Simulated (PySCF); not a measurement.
## Simulated characterisation data

No relativistic terms, fast rotation and ring inversion assumed for equivalent nuclei, one computed conformer, gas phase. Structure optimised with GFN2-xTB; GIAO PBE0/pcSseg-1 shieldings; PySCF 2.14.

δ = σ(ref) − σ, references computed at the same level: 1H, 13C against TMS. Where no couplings were computed, multiplicities follow the n + 1 count of equivalent neighbours, and m marks all less simple cases (inequivalent or close neighbours, rings, F or P nearby). Acid and N–H amide carbonyl carbons lie up to 10 ppm further downfield in solution (hydrogen bonding). Shifts are as computed. Against solution values, carbons near 30 ppm lie about +3 ppm off and those near 130 ppm about +5 ppm. Of 1211 compounds with measured shifts, 218 miss one by over three times the rms of a fit or turn the order of signals round; such compounds aren't used in these exercises. OH and NH positions are gas-phase values without hydrogen bonding to other molecules.

Compound 1 (C$_{9}$H$_{6}$). 1H NMR (500 MHz, computed): δ 7.73 (d, 1H), 7.70 (s, 1H), 7.52 (d, 1H), 3.48 (s, 2H), 2.72 (s, 1H). 13C{1H} NMR (computed): δ 141.5, 134.2, 133.3, 127.4, 123.8, 118.5, 90.1, 85.6, 22.8. Structure: `InChI=1S/C9H6/c1-2-7-3-4-8-6-9(8)5-7/h1,3-5H,6H2`.

Compound 2 (C$_{7}$H$_{8}$O$_{2}$). 1H NMR (500 MHz, computed): δ 6.49 (m, 1H), 6.02 (br s, 1H), 5.44 (m, 1H), 5.40 (m, 1H), 3.87 (d, 1H), 2.01 (s, 3H). 13C{1H} NMR (computed): δ 174.8, 144.1, 123.0, 88.2, 81.6, 43.9, 4.7. Structure: SMILES C=C[C@H](C#CC)C(=O)O.

Compound 3 (C$_{7}$H$_{8}$O$_{2}$). 1H NMR (500 MHz, computed): δ 7.33 (m, 1H), 6.23 (d, 1H), 5.91 (d, 1H), 2.48 (q, 2H), 1.37 (t, 3H). 13C{1H} NMR (computed): δ 178.2 (C), 164.2 (C), 149.7 (CH), 119.7 (CH), 106.5 (CH), 34.1 (CH2), 16.6 (CH3). Structure: `CCc1cccc(=O)o1`.
